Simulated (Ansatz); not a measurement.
Frontier orbitals of `N#[C][GaH][Cl]`.

The species carries charge 0 and has multiplicity 1. Correlated methods include outer-core shells of Ga, which these sets cover unevenly. Scalar relativity is left out up to krypton. Geometry: relaxed with PBE0-D4/def2-TZVP. Basis def2-TZVPP, Ansatz.

| functional | HOMO (eV) | LUMO (eV) |
| --- | --- | --- |
| LDA (SPW92) | -8.13 | -3.77 |

Task: Give HOMO and LUMO (eV) with PBE, revPBE, BLYP, r2SCAN, B97M-V, PBE0, B3LYP, r2SCANh, r2SCAN0, HSE06 (plane-wave form), BHLYP, CAM-B3LYP, LC-ωPBE, ωB97X-V, ωB97M-V, HF. (Estimate.)

Result: Computed: 
| functional | HOMO | LUMO |
| --- | --- | --- |
| PBE | -7.98 | -3.46 |
| revPBE | -7.93 | -3.34 |
| BLYP | -7.84 | -3.39 |
| r2SCAN | -8.35 | -3.27 |
| B97M-V | -8.43 | -3.38 |
| PBE0 | -9.41 | -2.67 |
| B3LYP | -9.15 | -2.93 |
| r2SCANh | -8.87 | -2.98 |
| r2SCAN0 | -9.66 | -2.55 |
| HSE06 (plane-wave form) | -9.01 | -3.04 |
| BHLYP | -10.71 | -1.89 |
| CAM-B3LYP | -10.81 | -1.75 |
| LC-ωPBE | -12.23 | -0.56 |
| ωB97X-V | -11.85 | -0.68 |
| ωB97M-V | -11.69 | -0.85 |
| HF | -12.76 | 0.27 |

B3LYP here is the variant with VWN-RPA as its local correlation; programs differ in this. LC-ωPBE has ω = 0.4 bohr⁻¹.
